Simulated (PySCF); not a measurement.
Identify the unknown among the candidates.

All candidates are C3H10F2OSi3.

| technique | computed result |
| --- | --- |
| Dipole | 2.94 D [PBE0/pcSseg-1] |
| 1H NMR | chemical shifts (computed TMS as zero) by class: 5.65 (1 H), 5.22 (3 H), 3.69 (1 H), 3.51 (1 H), 2.02 (1 H), 1.64 (1 H), 0.81 (1 H), 0.62 (1 H) ppm [GIAO PBE0/pcSseg-1] |
| NMR, other nuclei | isotropic shieldings of nuclei other than C and H, by class: 280 (1 O), 320 (1 F), 356 (1 F), 329 (1 Si), 390 (1 Si), 446 (1 Si) ppm [GIAO PBE0/pcSseg-1] |
| 13C NMR | chemical shifts (computed TMS as zero) by class: 94.1 (1 C), 31.5 (1 C), 22.7 (1 C) ppm [GIAO PBE0/pcSseg-1] |
| Rotational structure | rotational constants A, B, C: 1.772, 0.588, 0.545 GHz [GFN2-xTB] |

Gas-phase values; electronic properties from PySCF, density fitting. Levels stand in brackets. The structure is a single GFN2-xTB conformer in the gas phase; no vibrational or solvent corrections. NMR classes are plain means over equivalent atoms (diastereotopic ones count apart unless rotation or inversion swaps them), as if these changed places fast.

Question: Which candidate is it?
A. `F[C@@H]1C[SiH2][Si@@](F)(O[SiH3])C1`
B. `OCC(F)(F)[Si@@H]1C[SiH2][SiH2]1`
C. `FC[SiH2]/C(F)=C\[SiH2]O[SiH3]`

Answer: A. It is `F[C@@H]1C[SiH2][Si@@](F)(O[SiH3])C1`. Numbering: `[F:1][C@@H:2]1[CH2:3][SiH2:4][Si@@:5]([F:6])([O:7][SiH3:8])[CH2:9]1`. Its formula, C3H10F2OSi3, gives 1 degree of unsaturation: 1 ring and 0 π bonds in the structure found. 3 carbons fall into 3 classes; from least to most shielded: sp3 C–F carbon [C2] (94.1 ppm), ring sp3 carbon bound to silicon [C9] (31.5 ppm), ring sp3 carbon bound to silicon [C3] (22.7 ppm). Hydrogen classes from least to most shielded: 1 H on an sp3 C–F carbon, C2 (5.65 ppm), 3 H on an oxygen-bound silicon, Si8 (5.22 ppm), 1 H on an SiH2 silicon, Si4 (3.69 ppm), 1 H on an SiH2 silicon, Si4 (3.51 ppm), 1 H on an sp3 carbon bound to silicon, C3 (2.02 ppm), 1 H on an sp3 carbon bound to silicon, C9 (1.64 ppm), 1 H on an sp3 carbon bound to silicon, C3 (0.81 ppm), 1 H on an sp3 carbon bound to silicon, C9 (0.62 ppm). The other shieldings belong to: 280 ppm, siloxane oxygen [O7]; 320 ppm, silicon-bound fluorine [F6]; 356 ppm, alkyl fluorine [F1]; 329 ppm, fluorine-bound silicon [Si5]; 390 ppm, oxygen-bound silicon [Si8]; 446 ppm, SiH2 silicon [Si4]. The optimised geometry has point group C1 and is an asymmetric top.

The others, at the same levels:
- `OCC(F)(F)[Si@@H]1C[SiH2][SiH2]1` fails: its computed 13C shifts are 139.8 (1 C), 72.8 (1 C), -3.1 (1 C) ppm, 1H shifts are 5.07 (1 H), 4.70 (1 H), 4.69 (1 H), 4.50 (1 H), 4.37 (1 H), 4.31 (1 H), 3.94 (1 H), 1.08 (1 H), 0.91 (1 H), 0.70 (1 H) ppm and rotational constant A is 1.518 GHz (against 1.772 GHz).
- `FC[SiH2]/C(F)=C\[SiH2]O[SiH3]` fails: its computed 13C shifts are 182.8 (1 C), 121.8 (1 C), 77.8 (1 C) ppm, 1H shifts are 5.75 (1 H), 5.40 (2 H), 5.19 (2 H), 5.14 (3 H), 4.80 (2 H) ppm and rotational constant A is 1.197 GHz (against 1.772 GHz).

Each candidate is one conformer, not necessarily the lowest. The conformers computed, where there is a choice (atom-mapped SMILES and torsion angles):
- `[OH:1][CH2:2][C:3]([F:4])([F:5])[Si@@H:6]1[CH2:7][SiH2:8][SiH2:9]1`: O1–C2–C3–F4 -161°, C2–C3–Si6–C7 -171°, H–O1–C2–C3 -73°
- `[F:1][CH2:2][SiH2:3]/[C:4]([F:5])=[CH:6]\[SiH2:7][O:8][SiH3:9]`: F1–C2–Si3–C4 -177°, C2–Si3–C4–F5 0°, C4–C6–Si7–O8 5°, C6–Si7–O8–Si9 169°

The conformers of `F[C@@H]1C[SiH2][Si@@](F)(O[SiH3])C1` aren't listed.
